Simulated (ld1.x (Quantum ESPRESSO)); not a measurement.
# Building the PAW potential for thallium (Tl) (PBE, scalar-relativistic).

thallium, PAW, made with ld1.x (Quantum ESPRESSO) 7.5 (PBE, scalar-relativistic). Core [Xe] 4f14 5d10, reference 6s2 6p0 (charge +1). Waves: 6s (bound): rcut 1.90, rcutus 2.05 bohr; 6s channel at 2.7 Ry: rcut 1.90, rcutus 2.05 bohr; 6p (bound, empty): rcut 2.00, rcutus 2.55 bohr; 6p channel at 2.1 Ry: rcut 2.00, rcutus 2.55 bohr. Local part: all-electron potential smoothed inside 1.95 bohr (lloc = -1). Core correction: Bessel-smoothed model core, default radius (core density twice the valence density). Augmentation charge: PSQ, inside the norm-conserving radii.

All-electron outer shells of the reference configuration (PBE, scalar-relativistic, ld1.x):

| shell | level (eV) | outermost node (bohr) | outermost maximum (bohr) |
| --- | --- | --- | --- |
| 5d | -22.75 | 0.53 | 1.11 |
| 6s | -16.31 | 1.04 | 2.05 |
| 6p | -8.19 | 1.22 | 2.70 |

(1) Estimate the cutoffs (Ry, on a coarse ladder) from which the occupation-weighted sum of valence levels, in a spherical-Bessel basis at the reference potential, stays within 10 and 1 mRy of its value at 400 Ry.

(2) Does the potential have ghost states?

(3) Is the overlap operator S = 1 + Σ q|β⟩⟨β| positive definite (Bessel basis up to 400 Ry)?

Answers

(1) 8 Ry and 12 Ry.

(2) Ghost state, extra bound levels that the all-electron valence spectrum of the same l lacks: d at -8.0 eV. A true bound ghost makes a file unfit for plane-wave use.

(3) Yes: its lowest eigenvalue is 0.50 (p channel).

Its largest configuration-test error is -234 meV (6s1 6p0). Test run stopped at test 4 of 7 (negative rho).
